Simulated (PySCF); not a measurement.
Excitations are Tamm–Dancoff values on a coarser integration grid. The basis has no diffuse functions, so Rydberg states are missing or too high.

# [B(F)3(CH3OH)] (charge 0, multiplicity 1)

Computed with PBE-D3(BJ)/def2-TZVP // PBE-D3(BJ)/def2-SVP run with PySCF.

```yaml
HOMO: -8.49 eV
dipole_moment: 1.038 e·Å
HOMO–LUMO gap: 7.58 eV
LUMO: -0.91 eV
S1 excitation (TDA): 7.62 eV
S1 oscillator strength: 0.000
T1 excitation (TDA): 7.39 eV
S1–T1 gap (TDA): 0.23 eV
charge on the central atom (Mulliken): 0.45 e
charge on the central atom (meta-Löwdin): 0.70 e
total_energy: -11974.06 eV
cost: very roughly 5 core-minutes
```

```xyz
10

B     -0.1408    -0.0560     0.0833
F     -0.8483     0.4742    -0.9597
F      0.0783     0.7857     1.1334
F     -0.3954    -1.3579     0.3655
C      1.6154    -0.6060    -1.9118
O      1.4821    -0.1283    -0.5575
H      1.0444     0.0296    -2.6167
H      1.1931    -1.6266    -1.9122
H      2.6873    -0.6471    -2.1841
H      1.8423     0.7769    -0.4669
```
Charge 0, spin multiplicity 1.
